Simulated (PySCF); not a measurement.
O⁺ (oxygen, charge +1): revPBE calculation

Configuration: [He] 2s2 2p2 3d1, one real determinant (an excited configuration). All numbers are calculated (PySCF 2.14, scalar relativity by spin-free X2C-1e, in aug-cc-pVQZ-DK).

```json
{"Total energy": "-73.5270 hartree", "One-electron energy": "-94.8927 hartree", "Hartree (Coulomb) energy": "29.0718 hartree", "Exchange-correlation energy": "-7.7061 hartree", "⟨S²⟩": "3.7512", "⟨L²⟩": "7.993", "Sum of ⟨r⟩": "7.607 bohr", "Sum of ⟨r²⟩": "15.92 bohr²", "Traceless quadrupole moment −½Σ⟨3z² − r²⟩ along its main axis": "-2.14 e·bohr²", "Langevin diamagnetic susceptibility": "-12.6 ×10⁻⁶ cm³/mol"}
```

```csv
shell,electrons,mean orbital energy (hartree),"rms radius, mean of both spins (bohr)"
1s α,1,-20.16559,0.231
1s β,1,-20.10874,0.231
2s α,1,-1.86178,1.13
2s β,1,-1.69639,1.13
2p α,2,-1.31891,1.11
3d α,1,-0.10108,3.28
```

⟨L²⟩ = 7.99 against 12 for a pure F term, so this real determinant mixes terms. The outer electron is Rydberg-like, and this basis confines it to a smaller radius and binds it less than a complete one would.
